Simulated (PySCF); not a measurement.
# Computed records: CH5BOSi, Al2FH2O, AlH3NOSi, C2H5BN and others

All values are calculated (PySCF 2.14.0). Calculation on a computer-drawn molecule: optimised geometry and harmonic frequencies of an isolated molecule of the commonest isotopes, restricted reference for singlets and unrestricted otherwise, frozen core in MP2.

Common to all runs: charge 0.

(1) CH5BOSi

Start structure:
```xyz
9
CH5BOSi
B      0.1815     1.5007     0.0449
C     -0.9083     0.5029    -0.1210
Si    -0.5687    -0.5494    -1.8218
O      0.7675    -1.2758    -1.4394
H      0.1701     2.5755    -0.5359
H      1.2243     1.2571     0.6351
H     -1.0430    -0.2243     0.6406
H     -1.8875     1.0291    -0.3103
H      1.3519    -1.2062    -0.6422
```

- multiplicity: 1
- method: HF
- basis: cc-pV(D+d)Z
- rotational constants: 10.61, 4.265, 3.363 GHz
- total energy: -429.2599 hartree
- convergence status largest gradient component: 2.297e-05 hartree/bohr

Drawn bonds:
```csv
atom,other atom,order
1,2,1
2,3,1
3,4,1
1,5,1
1,6,1
2,7,1
2,8,1
4,9,1
```

Optimised structure:
```xyz
9
CH5BOSi
B      0.2318     1.5286     0.0186
C     -0.9271     0.5270    -0.2227
Si    -0.6524    -0.6401    -1.7481
O      0.8062    -1.3242    -1.3848
H      0.1648     2.6697    -0.3529
H      1.2601     1.1672     0.5336
H     -0.9921    -0.2220     0.5828
H     -1.9052     0.9935    -0.3644
H      1.3017    -1.0902    -0.6121
```

Modes:
```csv
frequency (cm⁻¹),reduced mass (dalton)
91.81,2.699
187.4,2.702
226.1,1.334
365.1,2.617
552.2,1.168
584.8,4.084
708.9,1.081
809.5,1.171
860.7,2.343
890.4,1.767
981.4,1.431
1052,2.822
1126,1.459
1188,1.235
1337,1.232
1528,1.143
2645,1.057
2714,1.122
3123,1.066
3230,1.095
4140,1.067
```

(2) CH5BOSi

Start structure:
```xyz
9
CH5BOSi
C      1.4303    -1.4800     1.5872
B      0.8743    -1.5538     0.0886
Si    -0.0221    -3.0695    -0.4512
O     -1.5311    -3.5020    -0.6655
H      1.4770    -0.4355     1.9069
H      0.8438    -2.0210     2.3711
H      2.4952    -1.7983     1.6478
H      1.4321    -0.8235    -0.6688
H     -2.2879    -2.9344    -0.5277
```

- multiplicity: 1
- method: HF
- basis: cc-pV(D+d)Z
- rotational constants: 13.54, 2.891, 2.65 GHz
- total energy: -429.2375 hartree
- convergence status largest gradient component: 1.902e-05 hartree/bohr

Drawn bonds:
```csv
atom,other atom,order
1,2,1
2,3,1
3,4,1
1,5,1
1,6,1
1,7,1
2,8,1
4,9,1
```

Optimised structure:
```xyz
9
CH5BOSi
C      1.3536    -1.4857     1.5904
B      0.9080    -1.7814     0.1015
Si     0.1167    -3.5836    -0.5698
O     -1.5151    -3.2511    -0.6032
H      1.1193    -0.4605     1.8942
H      0.9781    -2.1773     2.3482
H      2.4523    -1.5534     1.6021
H      1.1593    -0.9204    -0.7125
H     -1.8606    -2.4045    -0.3625
```

Modes:
```csv
frequency (cm⁻¹),reduced mass (dalton)
67.43,2.677
76.08,1.109
170.3,2.973
196.2,3.027
496.2,2.586
557.1,1.43
656.3,1.146
831.9,1.267
842.7,1.336
858.1,6.093
929.1,1.508
1042,2.824
1185,1.543
1420,1.266
1540,1.055
1570,1.068
2615,1.089
3132,1.048
3203,1.084
3241,1.103
4159,1.068
```

(3) Al2FH2O

Start structure:
```xyz
6
Al2FH2O
F      1.5131    -1.0997     0.9722
Al     0.9717     0.4670     1.0225
O      0.0584     1.0349    -0.2575
Al    -0.8539     1.5108    -1.5936
H     -0.1137     2.1528    -2.8268
H     -2.4161     1.3142    -1.5534
```

* multiplicity: 2
* method: MP2
* basis: cc-pV(D+d)Z
* rotational constants: 22.24, 1.756, 1.669 GHz
* total energy: -659.9510 hartree
* spin squared: 0.7519
* convergence status largest gradient component: 1.537e-05 hartree/bohr

Drawn bonds:
```csv
atom,other atom,order
1,2,1
2,3,1
3,4,1
4,5,1
4,6,1
```

Optimised structure:
```xyz
6
Al2FH2O
F      1.5675    -1.1222     1.0546
Al     0.9799     0.4492     1.0256
O      0.0551     0.9894    -0.2920
Al    -0.8758     1.5264    -1.6225
H     -0.1285     2.1888    -2.8396
H     -2.4389     1.3484    -1.5626
```

Modes:
```csv
frequency (cm⁻¹),reduced mass (dalton)
53.91,8.846
67.04,2.138
82.62,1.815
248.7,15.24
510.3,11
574.6,1.232
647.8,1.178
805.2,3.116
830.9,1.539
1054,16.95
1988,1.023
1992,1.063
```

(4) AlH3NOSi

Start structure:
```xyz
7
AlH3NOSi
O     -1.0132    -0.7559     3.2663
Si    -0.4172    -0.4286     1.7948
N      0.7562     0.5321     1.4715
Al     2.1559     1.5734     1.3066
H     -1.7400    -1.3554     3.3541
H     -1.1855    -1.2029     0.8118
H      1.9448     3.1365     1.0319
```

- multiplicity: 2
- method: MP2
- basis: cc-pV(D+d)Z
- rotational constants: 18.51, 2.003, 1.831 GHz
- total energy: -662.4351 hartree
- spin squared: 0.7563
- convergence status largest gradient component: 1.728e-05 hartree/bohr

Drawn bonds:
```csv
atom,other atom,order
1,2,1
2,3,1
3,4,2
1,5,1
2,6,1
4,7,1
```

Optimised structure:
```xyz
7
AlH3NOSi
O     -0.9556    -0.6810     3.2862
Si    -0.4386    -0.4529     1.7360
N      0.6955     0.5404     1.2401
Al     2.1327     1.5788     1.4168
H     -1.6792    -1.3183     3.3736
H     -1.2347    -1.3144     0.8407
H      1.9808     3.1466     1.1436
```

Modes:
```csv
frequency (cm⁻¹),reduced mass (dalton)
46.2,8.28
107.8,3.134
185.7,1.228
330.1,7.466
349,1.11
538.8,3.63
555,1.459
631.3,1.285
804.4,1.059
872.3,4.723
978.6,1.408
1322,14.32
1864,1.044
2315,1.044
3863,1.066
```

(5) C2H5BN

Start structure:
```xyz
9
C2H5BN
B     -4.1376    -0.4853    -0.9502
N     -3.0877    -0.7720    -0.3196
C     -2.0199    -1.0733     0.3133
C     -0.6362    -0.4003    -0.0260
H     -5.0581    -0.2558    -1.6327
H     -2.0639    -1.7160     1.2203
H     -0.7771     0.1714    -0.8969
H      0.0217    -1.2109    -0.2084
H     -0.2951     0.1306     0.7611
```

* multiplicity: 2
* method: HF
* basis: cc-pVDZ
* rotational constants: 36.15, 4.678, 4.252 GHz
* total energy: -157.7609 hartree
* spin squared: 0.8254
* convergence status largest gradient component: 1.238e-05 hartree/bohr

Drawn bonds:
```csv
atom,other atom,order
1,2,2
2,3,1
3,4,1
1,5,1
3,6,1
4,7,1
4,8,1
4,9,1
```

Optimised structure:
```xyz
9
C2H5BN
B     -4.1504    -0.3876    -0.8756
N     -3.0993    -0.7857    -0.3466
C     -1.9503    -1.2013     0.2068
C     -0.6779    -0.4416    -0.0117
H     -5.1444    -0.0176    -1.3728
H     -1.9890    -2.0556     0.8707
H     -0.4788    -0.3098    -1.0792
H      0.1660    -0.9696     0.4338
H     -0.7298     0.5573     0.4355
```

Modes:
```csv
frequency (cm⁻¹),reduced mass (dalton)
48.36,1.036
184,3.074
293.9,1.417
390.4,4.27
512.3,3.179
625.7,1.328
795.2,1.337
934.2,2.489
1070,1.3
1196,2.059
1226,2.09
1475,1.335
1528,1.449
1569,1.048
1583,1.043
1891,6
2977,1.171
3154,1.041
3212,1.099
3262,1.1
3326,1.089
```

(6) CH6BOSi

Start structure:
```xyz
10
CH6BOSi
O     -3.0418    -0.0370    -0.0459
B     -2.8820    -1.3147     0.0446
C     -1.3975    -1.8230     0.2149
Si     0.1080    -0.7580     0.3010
H     -3.9023     0.2890    -0.0818
H     -3.7824    -2.1426     0.0671
H     -1.2448    -2.8908     0.2657
H      1.0051    -1.3177     1.2318
H      0.6462    -0.6339    -1.0037
H     -0.3017     0.5848     0.7923
```

- multiplicity: 2
- method: HF
- basis: cc-pV(D+d)Z
- rotational constants: 13.2, 3.138, 2.612 GHz
- total energy: -429.8730 hartree
- spin squared: 0.7588
- convergence status largest gradient component: 4.511e-06 hartree/bohr

Drawn bonds:
```csv
atom,other atom,order
1,2,1
2,3,1
3,4,1
1,5,1
2,6,1
3,7,1
4,8,1
4,9,1
4,10,1
```

Optimised structure:
```xyz
10
CH6BOSi
O     -3.0404    -0.0461    -0.3061
B     -2.8764    -1.3427     0.0539
C     -1.4376    -1.8277     0.3977
Si     0.0881    -0.7400     0.3483
H     -3.9326     0.1924    -0.5032
H     -3.8308    -2.0791     0.0993
H     -1.3054    -2.8686     0.6867
H      1.2830    -1.5297     0.7339
H      0.3044    -0.1989    -1.0144
H     -0.0456     0.3966     1.2899
```

Modes:
```csv
frequency (cm⁻¹),reduced mass (dalton)
65.38,1.085
124.8,1.962
139.5,4.877
481.2,1.112
503.7,2.528
610,1.144
647,2.454
715,1.344
792.5,2.07
971.3,1.806
974.3,1.595
1026,1.079
1032,1.06
1033,1.041
1076,1.054
1230,1.605
1325,2.06
1450,3.528
2297,1.05
2300,1.051
2313,1.02
2664,1.094
3287,1.086
4180,1.067
```
